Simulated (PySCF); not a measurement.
Unknowns

- J: B3LYP/pcJ-1
- shielding tensors at PBE0/pcSseg-1 (GIAO)
- structure optimised with GFN2-xTB
- run in PySCF
- non-relativistic, no solvent, a single conformation, averaged over atoms made equivalent by symmetry, fast rotation or ring inversion

References, each an isolated molecule treated in the same way: 1H and 13C against TMS. Multiplet labels drop J under 1 Hz and among equivalent protons, and merge close values. Unscaled 3J(H,H) run several per cent high. Splittings of carbon signals by F and P are missing where no couplings were computed. Where no couplings were computed, multiplicities follow the n + 1 count of equivalent neighbours, and m marks all less simple cases (inequivalent or close neighbours, rings, F or P nearby). Vicinal couplings that depend on rotamer populations or ring flexing (ring, CH–CH, X–H and H–F types) are those of the one conformer. Acid and N–H amide carbonyl carbons lie up to 10 ppm further downfield in solution (hydrogen bonding). Shifts are as computed. Against solution values, carbons near 30 ppm lie about +3 ppm off and those near 130 ppm about +5 ppm. Of 1211 compounds with measured shifts, 218 miss one by over three times the rms of a fit or turn the order of signals round; such compounds aren't used in these exercises. Groups on amide-type nitrogens are kept apart (slow C–N rotation). OH and NH positions are gas-phase values without hydrogen bonding to other molecules.

Question: C$_{2}$H$_{3}$NO$_{2}$. 1H NMR (600 MHz, computed): δ 8.31 (d, J = 1.1 Hz, 2H), 6.63 (br, 1H). 13C{1H} NMR (computed): δ 157.4 (CH). Give a structure.

Answer: `InChI=1S/C2H3NO2/c4-1-3-2-5/h1-2H,(H,3,4,5)`. The formula gives 2 degrees of unsaturation (no ring in the answer). 1 carbon signal for 2 carbons: some carbons are equivalent by symmetry or fast rotation. Carbon types of the structure: 2 × CH, leaving 1 H on heteroatoms. δC 157.4: amide carbonyl carbon; lone-pair donation from the attached heteroatom keeps it upfield of a ketone carbonyl. δH 8.31: hydrogen on an amide carbonyl carbon. δH 6.63: hydrogen on an amide-type nitrogen; labile proton, position sensitive to the medium.

The shifts were computed for this structure.

Question: C$_{5}$H$_{8}$F$_{3}$P. 1H NMR (400 MHz, computed): δ 5.93 (m, 1H), 5.41 (m, 1H), 2.24 (m, 3H), 1.60 (m, 3H). 13C{1H} NMR (computed): δ 155.0 (C), 141.8 (C), 126.3 (CH2), 25.6 (CH3), 10.1 (CH3). What is it?

Answer: `InChI=1S/C5H8F3P/c1-4(2)9(3)5(6,7)8/h1H2,2-3H3`. 5 carbon signals for 5 carbons: no two carbons are equivalent. Carbon types of the structure: 2 × C, 1 × CH2, 2 × CH3, which accounts for all hydrogens. δC 155.0: fully substituted alkene carbon; as expected for a trigonal carbon in a double bond. δC 141.8: CF3 carbon; 3 electronegative neighbours deshield it. δC 126.3: terminal =CH2 carbon; as expected for a trigonal carbon in a double bond. δH 5.93, 5.41: hydrogen on a terminal =CH2 carbon; attached to an sp2 carbon and in the plane of the double bond.

The data come from this structure; uniqueness wasn't tested.

Question: C$_{6}$H$_{8}$FNO$_{2}$. 1H NMR (600 MHz, computed): δ 6.52 (m, 1H), 5.33 (br, 1H), 4.80 (m, 1H), 4.58 (m, 1H), 4.55 (br, 1H), 4.47 (m, 1H), 4.46 (m, 1H), 3.62 (m, 1H). 13C{1H} NMR (computed): δ 169.9 (C), 151.8 (C), 129.0 (CH), 84.2 (CH), 72.6 (CH2), 68.8 (CH2). What is it?

Answer: SMILES NC(=O)C1=C[C@@H](F)COC1. The formula gives 3 degrees of unsaturation (1 ring in the answer). 6 carbon signals for 6 carbons: no two carbons are equivalent. Carbon types of the structure: 2 × C, 2 × CH, 2 × CH2, leaving 2 H on heteroatoms. δC 151.8: α carbon of a C=C–C=O unit; an sp2 carbon of a C=C bond. δC 129.0: β carbon of a C=C–C=O unit; conjugation with the carbonyl draws π density from the β position. δC 84.2: allylic sp3 CH bonded to F; pulled downfield by the heteroatom. δC 68.8: allylic sp3 CH2 bonded to O; pulled downfield by the heteroatom.

The shifts were computed for this structure.
